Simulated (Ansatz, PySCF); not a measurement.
Energy difference R1 + 2 R2 → P1 + P2, each structure at its B3LYP-D3(BJ)/def2-TZVP stationary point, reached from a drawn start (curvature not checked).
P1: AlH3O3 (SMILES [OH][Al]([OH])[OH]), charge 0, multiplicity 1.
R1: AlHO (SMILES [OH][Al]), charge 0, multiplicity 1.
P2: H2 (SMILES [H][H]), charge 0, multiplicity 1.
R2, H2O (SMILES O) (charge 0, multiplicity 1):
```tsv
atom	x (Å)	y (Å)	z (Å)
O	0.0000	0.0000	0.3896
H	0.0000	0.7650	-0.1949
H	0.0000	-0.7650	-0.1949
```

P less R. No zero-point or thermal terms. One arrangement of each flexible species, with no search for the lowest.

Correlated levels freeze the cores.

Codes used: Ansatz (a first-principles code); PySCF for the D3/D4 terms. No computed number here is a measurement.

Question: Predict the reaction energy from MP2/cc-pV(D+d)Z.

Answer: -76.9 kcal/mol

Question: What reaction energy does BHLYP-D3(BJ)/def2-TZVPP give?

Answer: -75.7 kcal/mol

Question: Give the reaction energy at the level r2SCAN-D3(BJ)/def2-TZVPP.

Answer: -79.8 kcal/mol
